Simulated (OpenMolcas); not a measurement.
**Ionisation energies of strontium**

- Program: OpenMolcas
- Basis: ANO-RCC-VQZP [8s7p4d2f1g]
- Scalar Hamiltonian: DKH2, point nucleus
- Spin-orbit coupling: state interaction with AMFI integrals over the reference wave functions, term energies averaged over their components

Active shells in each charge state: the valence s, p, d shells, with orbitals averaged over the low states. Where CASPT2's correlated closed shells are named, they are those of the first ion.

A. CASSCF
B. SS-CASPT2, IPEA 0.25 Eh, imaginary shift 0.1 Eh (closed shells correlated: 4s 4p)
C. SS-CASPT2, IPEA 0 Eh, imaginary shift 0.1 Eh (closed shells correlated: 4s 4p)
D. SS-CASPT2, IPEA 0.25 Eh, imaginary shift 0.1 Eh (closed shells correlated: none)
E. SS-CASPT2, IPEA 0.25 Eh, imaginary shift 0.1 Eh (closed shells correlated: 3d 4s 4p)

Energies in eV between the lowest computed levels, named as in B; reference values from the NIST Atomic Spectra Database with their kind.

| From | To | A | B | C | D | E | Spin-orbit share in B | Reference |
| --- | --- | --- | --- | --- | --- | --- | --- | --- |
| Sr 5s² ¹S₀ | Sr+ 5s ²S_1/2 | 5.400 | 5.541 | 5.530 | 5.449 | 5.549 | +0.000 | 5.695 (measured) |
| Sr+ 5s ²S_1/2 | Sr2+ 4p⁶ ¹S₀ | 10.412 | 10.939 | 10.984 | 10.412 | 10.942 | +0.000 | 11.030 (measured) |

Error against the reference values, in %:

| From | Reference | A | B | C | D | E |
| --- | --- | --- | --- | --- | --- | --- |
| Sr | measured | -5.2 | -2.7 | -2.9 | -4.3 | -2.6 |
| Sr+ | measured | -5.6 | -0.8 | -0.4 | -5.6 | -0.8 |

Mean absolute error over the 2 measured values: A 0.46 eV, B 0.12 eV, C 0.11 eV, D 0.43 eV, E 0.12 eV.

The lowest level within the active space need not be the ion's true ground level.
